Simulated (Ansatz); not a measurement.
Mulliken charges of `OC(Cl)[O][SbH2]` from r2SCAN/def2-TZVPP in Ansatz (PBE0-D4/def2-TZVP geometry).

```csv
atom,x (Å),y (Å),z (Å),charge (e)
O1,-0.657,1.445,0.310,-0.325
C2,0.218,0.474,0.755,0.302
Cl3,0.330,0.505,2.562,-0.177
O4,-0.140,-0.787,0.401,-0.477
Sb5,-0.545,-1.062,-1.543,0.599
H6,-1.507,1.302,0.745,0.210
H7,1.209,0.764,0.394,0.077
H8,0.818,-0.171,-2.088,-0.109
H9,0.362,-2.516,-1.555,-0.100
```

Task: By hand: the dipole of these point charges (1 e Å = 4.8032 D).

Result: Σ q r = (-0.387, -0.074, -0.872) e Å, of length 0.957 e Å = 4.60 D.

Task: How does the dipole of the full density compare? (An estimate is asked.)

Result: Ansatz gave: (-0.254, -0.102, -0.564) e Å, 3.01 D; the point charges give 1.53 times that, at 5° from its direction.

Point charges leave out the atoms' own dipoles, such as those of lone pairs, and Mulliken's split depends on the basis, so the two needn't agree.
